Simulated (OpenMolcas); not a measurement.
# S⁺: CASPT2 settings compared

```json
{
 "Program": "OpenMolcas",
 "Basis": "ANO-RCC-VDZ [4s3p]",
 "Scalar Hamiltonian": "DKH4, point nucleus",
 "Active space": "3 electrons in 3 orbitals (3p)",
 "State averaging": "2S+1 = 4 odd, 1 root; 2S+1 = 2 odd, 8 roots kept (CI in the orbitals of an earlier block)",
 "Spin-orbit coupling": "RASSI with atomic mean-field integrals over the reference wave functions, term energies averaged over their components"
}
```

Methods on the same reference wave functions:
A. CASSCF
B. SS-CASPT2, IPEA 0.6 Eh, imaginary shift 0.2 Eh (closed shells correlated: 2s 2p 3s)
C. SS-CASPT2, IPEA 0.1 Eh, real shift 0.15 Eh (closed shells correlated: 2s 2p 3s)
D. SS-CASPT2, IPEA 0.1 Eh, imaginary shift 0.5 Eh (closed shells correlated: 2s 2p 3s)

Energies in cm-1 above 3s2 3p3 4S* 3/2, the measured ground level; measured values from NIST Handbook of Basic Atomic Spectroscopic Data.

| Level | A | B | C | D | Measured |
| --- | --- | --- | --- | --- | --- |
| 3s2 3p3 4S* 3/2 | 0.0 | 0.0 | 0.0 | 0.0 | 0.0 |
| 3s2 3p3 2D* 3/2 | 19334 | 19100 | 19060 | 19070 | 14853 |
| 3s2 3p3 2D* 5/2 | 19353 | 19120 | 19090 | 19100 | 14885 |
| 3s2 3p3 2P* 1/2 | 32251 | 28150 | 27480 | 27530 | 24525 |
| 3s2 3p3 2P* 3/2 | 32275 | 28180 | 27520 | 27570 | 24572 |

Deviations, from unrounded energies. A percentage is the sum of absolute deviations over the sum of measured energies, with the sign that they share, or ± where signs differ.

```
                        Against measurement  Levels      A      B      C      D
             mean absolute deviation (cm-1)       4   6100   3900   3600   3600
other terms of the ground configuration (%)       4  +30.9  +19.9  +18.2  +18.3
```

C, D lie about equally close to measurement and A furthest from it. The largest miss of C in the table is 3s2 3p3 2D* 3/2, by +4200 cm-1. The ranking rests on the paired levels alone, and a cruder setting can come out closer through cancelling errors.

Among B to D the level of the table that moves most is 3s2 3p3 2P* 1/2, by 670 cm-1 (lowest in C, highest in B). Moves below CASPT2's spread within the term are not significant.

From A to B the spin-free energies of the other terms of 3s2 3p3 shown, above 4S*, scale by factors of 0.87 to 0.99.

The lowest spin-free term lies below A's lowest term by 0.009 hartree in B, 0.010 hartree in C, 0.010 hartree in D.

CASPT2 breaks the degeneracy within a term, and the mean is taken; among the terms shown or strongly mixed into the levels shown the widest spread is 32 cm-1 (3s2 3p3 2D*, B). Terms from blocks run as CI alone lack orbitals of their own. With the s shell closed, the reference lacks s² → p² mixing. Without dynamic correlation excited terms often stand tens of per cent too high (terms of higher spin than the ground term too low), and those without a measured partner can miss by more than the paired ones (holds for A). Some terms miss by over 15 % even with CASPT2, which points to a basis or an active space too small for the shells correlated (holds for B; C; D). Measured partners are found by configuration, term and J. A level has none where our copy of the source lacks it or the pairing is in doubt (some pairs that miss far off the trend of their configuration count as doubtful), and it then counts in no deviation. Levels of configurations outside the active space are missing.

* marks odd parity.
